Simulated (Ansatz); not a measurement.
`C[CH](C)[Ge][F]` + H–F → `[F][Ge][F]` + `CCC` at 500 K and 1 bar (ligand exchange at a Ge–C bond).

Gas-phase electronic energies from Ansatz, PBE0-D4/def2-TZVP geometries. CBS: MP2 limit from def2 TZ/QZ plus the TZ coupled-cluster correction, frozen cores. This one scheme is used for every species. For Ge outer-core shells are correlated without core-valence functions, which leaves a few kJ/mol of doubt a bond. Scalar relativity is left out up to krypton. Each species was taken in one conformer, which may not be the lowest.

```json
{"species": "`C[CH](C)[Ge][F]`", "CCSD(T)/CBS energy (Eh)": "-2294.29857", "H − E (kJ/mol)": "296.0", "S (J/(mol·K))": "432.4"}
{"species": "H–F", "CCSD(T)/CBS energy (Eh)": "-100.39570", "H − E (kJ/mol)": "39.4", "S (J/(mol·K))": "188.7"}
{"species": "`[F][Ge][F]`", "CCSD(T)/CBS energy (Eh)": "-2275.77030", "H − E (kJ/mol)": "31.8", "S (J/(mol·K))": "297.3"}
{"species": "`CCC`", "CCSD(T)/CBS energy (Eh)": "-118.98051", "H − E (kJ/mol)": "304.1", "S (J/(mol·K))": "314.1"}
```

H − E and S are ideal-gas, rigid-rotor, harmonic terms from PBE0-D4/def2-TZVP, for one conformer and one mirror image of each species. 1 Eh = 2625.50 kJ/mol, R = 8.31446 J/(mol·K).

Q: By hand: ΔE, ΔH, ΔS and ΔG.

A: ΔE = (-2275.77030) + (-118.98051) − (-2294.29857) − (-100.39570) = -0.05654 Eh = -148.4 kJ/mol. Δ(H − E) = 31.8 + 304.1 − 296.0 − 39.4 = 0.5, so ΔH = -147.9 kJ/mol. ΔS = 297.3 + 314.1 − 432.4 − 188.7 = -9.7 J/(mol·K). ΔG = -147.9 − 500 × (-9.7)/1000 = -143.1 kJ/mol.

Q: By hand: the equilibrium constant, and the temperature at which ΔG would vanish if ΔH and ΔS stayed fixed.

A: log₁₀ K = −ΔG/(RT ln 10) = 14.9. ΔG = 0 at ΔH/ΔS = 15247 K, far beyond where these terms or the molecules hold.

The number of gas molecules stays the same, so ΔS is small and ΔH decides. A doubt of 5 kJ/mol in ΔE shifts log₁₀ K by 0.5 here. Other conformers and mirror images would add mixing entropy, several J/(mol·K) or more a flexible species. Modes under 60 cm⁻¹, often nearly free rotors, make the harmonic entropy too high. These are equilibria of isolated gas molecules and say nothing of rates. Largest T1 diagnostic: 0.015 (customary marks: 0.02 for closed shells, 0.045 for open ones).
